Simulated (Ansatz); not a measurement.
`BC[SiH](C)F` and `C[SiH](F)CCl` differ in one atom or group.

Ansatz, PBE0-D4/def2-TZVP geometries, multiplicity 1. Each molecule was computed in one conformer, which needn't be the lowest.

```csv
property,`BC[SiH](C)F`
size of the dipole moment (B3LYP/def2-TZVPP) / D,0.90
HOMO energy (B3LYP/def2-TZVPP) / eV,-8.72
LUMO energy (B3LYP/def2-TZVPP) / eV,-1.69
HOMO–LUMO gap (B3LYP/def2-TZVPP) / eV,7.02
LUMO energy (PBE/def2-TZVPP) / eV,-2.45
size of the dipole moment (PBE/def2-TZVPP) / D,0.82
```

**Question.** What does the change do to each property? (Estimate.)

**Answer.** Computed: 
```csv
property,`C[SiH](F)CCl`,shift
size of the dipole moment (B3LYP/def2-TZVPP) / D,0.77,-0.13
HOMO energy (B3LYP/def2-TZVPP) / eV,-7.97,0.75
LUMO energy (B3LYP/def2-TZVPP) / eV,-0.12,1.57
HOMO–LUMO gap (B3LYP/def2-TZVPP) / eV,7.86,0.84
LUMO energy (PBE/def2-TZVPP) / eV,-0.90,1.55
size of the dipole moment (PBE/def2-TZVPP) / D,0.80,-0.02
```

With PBE0 the HOMO rises by 0.73 eV and the LUMO rises by 1.62 eV, so the gap widens by about 0.89 eV. PBE moves the HOMO by 0.79 eV and ωB97M-V by 0.71 eV. Dipoles are sizes alone; their direction can turn.

B3LYP here is the variant with VWN-RPA as its local correlation; programs differ in this.
